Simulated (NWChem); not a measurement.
Species: CH5BClN; SMILES CB(N)Cl

```xyz
9

B     -0.0685    -0.4090     0.0010
Cl     0.1193     1.3875    -0.0017
C      1.2172    -1.3157     0.0003
H      1.8224    -1.1258    -0.8953
H      0.9870    -2.3875     0.0314
H      1.8591    -1.0811     0.8586
N     -1.3723    -0.9048     0.0004
H     -1.5729    -1.8954     0.0019
H     -2.1921    -0.3133    -0.0019
```
Atoms are numbered in this order, from 1.

Level: B3LYP/6-31G* (spherical d) (NWChem), optimised geometry, unscaled harmonic frequencies. 

**Question.** List the harmonic frequencies with IR intensities, and the thermochemistry.

**Answer.** 
```tsv
frequency (cm⁻¹)	IR intensity (km/mol)
127	1.4
285	1.5
337	0.8
419	7.4
509	195.4
592	32.0
611	20.8
847	6.5
875	2.5
917	15.6
1147	213.9
1353	67.0
1408	110.2
1497	4.0
1511	0.8
1661	156.4
3041	4.9
3104	10.7
3111	26.6
3587	33.7
3682	21.8
```

- zero-point energy: 43.8 kcal/mol
- thermal correction to the enthalpy at 298.15 K (with zero-point energy): 47.7 kcal/mol
- heat capacity Cv: 18.1 cal/(mol K)
- entropy at 298.15 K and 1 atm (symmetry number 1): 73.1 cal/(mol K)
- dipole moment: 2.96 D

Rigid rotor and harmonic oscillator.
